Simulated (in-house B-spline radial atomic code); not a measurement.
Radial electron density of V²⁺, [Ar] 3d3. Computed with a B-spline radial code for spherical atoms: Dirac-Kohn-Sham LDA exchange-only, spherical fractional occupations, Fermi nucleus of rms radius 3.6002 fm.

Columns: r (bohr), 4πr²n(r) (electrons per bohr), bar.

```
  0.0026   0.6697 #
 0.00313   0.9422 #
 0.00375    1.308 ##
 0.00451    1.817 ###
 0.00541    2.496 ####
 0.00649      3.4 #####
  0.0078    4.601 #######
 0.00936    6.136 #########
  0.0112    8.034 ############
  0.0135    10.45 ################
  0.0162    13.23 ####################
  0.0194    16.32 ########################
  0.0233    19.62 #############################
   0.028    22.79 ##################################
  0.0336    25.41 ######################################
  0.0404    27.07 ########################################
  0.0485    27.38 #########################################
  0.0582     26.3 #######################################
  0.0699     24.2 ####################################
  0.0839    21.99 #################################
   0.101     20.8 ###############################
   0.121    21.56 ################################
   0.145    24.24 ####################################
   0.174    27.62 #########################################
   0.209    29.59 ############################################
   0.251    28.24 ##########################################
   0.302    23.24 ###################################
   0.362    16.64 #########################
   0.435    11.22 #################
   0.522    9.135 ##############
   0.627    9.967 ###############
   0.752    11.43 #################
   0.903    11.39 #################
    1.08    9.403 ##############
     1.3    6.342 #########
    1.56    3.608 #####
    1.88     1.74 ###
    2.25    0.775 #
     2.7   0.3146 
    3.25   0.1132 
     3.9  0.03464 
    4.68  0.00811
```

On this grid the curve has 3 maxima, near 0.0485, 0.209, 0.752 bohr.

The 3p1/2 radial function P(r) = rR(r), positive near the nucleus, with its small component Q(r) (sign convention: Q ≈ (P' + κP/r)/2c):

```tsv
r (bohr)	P	Q
0.0026	0.001275	0.00391
0.00375	0.002396	0.005512
0.00541	0.004572	0.00771
0.0078	0.008789	0.01066
0.0112	0.01678	0.01445
0.0162	0.03221	0.01924
0.0233	0.06013	0.02466
0.0336	0.1094	0.03013
0.0485	0.1899	0.03421
0.0699	0.3065	0.0347
0.101	0.4456	0.02923
0.145	0.5463	0.01717
0.209	0.5006	0.0009239
0.302	0.188	-0.01282
0.435	-0.3683	-0.0171
0.627	-0.905	-0.01153
0.903	-1.058	-0.003193
1.3	-0.7698	0.001065
1.88	-0.346	0.001269
2.7	-0.08938	0.0004445
3.9	-0.01029	5.996e-05
```
